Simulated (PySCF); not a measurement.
## Energy profile

The step: GeNH₄F ([NH2][GeH2][F]) → GeNH₃ ([NH][GeH2]) + HF; bonds formed: F2–H4; bonds broken: Ge1–F2, N3–H4 (atoms numbered as in the saddle structure below).

```xyz
7
angstrom
Ge -0.5966 -0.2704 0.4252
F 1.6841 -0.5096 0.0175
N -0.2521 0.5958 -1.0354
H 1.1632 0.0416 -0.6713
H -0.7618 -1.7866 0.3656
H -0.8997 0.3272 1.8133
H -0.3370 1.6021 -0.9149
```

Electronic energies by CCSD(T) at an estimated basis limit (MP2 extrapolated from triple and quadruple zeta, plus CCSD(T) − MP2 in triple zeta), on PBE0-D4/def2-TZVP structures; GeNH4F, singlet; no counterpoise correction. Program: PySCF 2.14 with density fitting (its default auxiliary sets; JK sets also for MP2 and CCSD(T)). Basis: def2-TZVPP and def2-QZVPP. Cores are frozen in the correlated methods. Filled d shells of the heavier atoms are correlated. The def2 sets are not built for correlating such inner shells, so the correlated values are less sure here. Extrapolation: Hartree–Fock as exp(−7.88 √X), correlation as X^−2.97.

(1) Give the profile in kJ/mol, counted from the start structure. (Judge from chemistry; the value comes from the calculation.)

No T1 diagnostic of these runs exceeds 0.019. The restricted Hartree–Fock reference is unstable towards an unrestricted one at one or more of these structures.

## Answers

(1) Computed:
```csv
point,kJ/mol
start structure,0.0
saddle,275.2
end structure,234.7
"separated: GeNH3 (linked as [NH][GeH2]; Ge1, N3, H5, H6, H7; singlet) + HF (F2, H4; singlet)",288.5
```

For scale, one of the runs: CCSD(T)/def2-TZVPP, 166 basis functions, launched by `OMP_NUM_THREADS=4 python run.py`. Time: 2.9 min of wall clock on 4 CPU threads of a Oxide Virtual Turin-like; the host was shared. Peak host memory: 1.7 GiB.
